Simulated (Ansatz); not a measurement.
Consider the ligand exchange at the Si–N bond: `O[SiH2]N[SiH](O)F` + `[NH2][GaH][OH]` → `[NH2][GaH][O][SiH2]O` + `N[SiH](O)F`.

Program: Ansatz. Geometries: PBE0-D4/def2-TZVP. ΔE: electronic, gas phase. CCSD(T)/CBS is the MP2 limit (def2-TZVPP, def2-QZVPP) plus CCSD(T) − MP2 in def2-TZVPP, frozen cores. This one scheme is used for every species. DFT in def2-TZVPP. B3LYP here is the variant with VWN-RPA as its local correlation; programs differ in this. For Ga outer-core shells are correlated without core-valence functions, which leaves a few kJ/mol of doubt a bond. Scalar relativity is left out up to krypton. One conformer a species, not always the lowest.

`O[SiH2]N[SiH](O)F`:

```xyz
12

O     1.952    0.869   -1.420
Si    0.604   -0.052   -1.603
N    -0.531    0.134   -0.313
Si   -0.369   -0.296    1.322
O    -1.836   -0.778    1.848
F     0.080    0.931    2.245
H     1.837    1.809   -1.275
H    -0.148    0.300   -2.835
H     1.134   -1.430   -1.654
H    -1.409    0.566   -0.567
H     0.694   -1.310    1.461
H    -2.008   -0.743    2.790
```

`[NH2][GaH][OH]`:

Cartesian coordinates in Å:
```
N 0.540 0.108 1.079
Ga 0.098 -0.487 -0.575
O -1.199 0.380 -1.451
H 0.111 0.890 1.543
H 1.255 -0.316 1.644
H 0.773 -1.693 -1.269
H -1.579 1.118 -0.971
```

`[NH2][GaH][O][SiH2]O`:

Cartesian coordinates in Å:
```
N 0.830 -0.497 -1.753
Ga -0.435 -1.434 -0.873
O -0.953 -0.668 0.665
Si -0.674 0.773 1.347
O 0.765 1.436 0.866
H 1.140 0.398 -1.411
H 1.200 -0.730 -2.657
H -1.063 -2.788 -1.269
H -0.662 0.600 2.824
H -1.696 1.758 0.923
H 1.548 1.151 1.338
```

`N[SiH](O)F`:

Cartesian coordinates in Å:
```
N -0.942 -0.721 0.041
Si 0.401 0.239 -0.365
O 0.779 1.246 0.858
F 1.561 -0.814 -0.671
H -1.067 -1.628 -0.376
H -1.818 -0.310 0.317
H 0.296 1.115 -1.545
H 0.790 0.873 1.741
```

| level | ΔE (kcal/mol) | difference from CCSD(T)/CBS |
| --- | --- | --- |
| r2SCAN-D4 | -15.0 | -0.5 |
| PBE0-D4 | -14.1 | 0.4 |
| B3LYP-D4 | -15.3 | -0.8 |
| ωB97M-V | -14.7 | -0.2 |
| SCS-MP2/def2-TZVPP | -15.1 | -0.6 |
| CCSD/def2-TZVPP | -15.2 | -0.7 |
| HF/def2-QZVPP | -16.6 | -2.1 |
| MP2/def2-QZVPP | -14.6 | -0.1 |
| SCS-MP2/def2-QZVPP | -14.9 | -0.4 |
| CCSD/CBS(def2) | -14.7 | -0.2 |
| CCSD(T)/CBS | -14.5 | 0 |

Largest T1 diagnostic among the species: 0.014.

In def2-TZVPP, CCSD(T) changes the Hartree–Fock value by +1.6 kcal/mol (the triples alone add +0.2 kcal/mol) and MP2 by +1.7 kcal/mol.
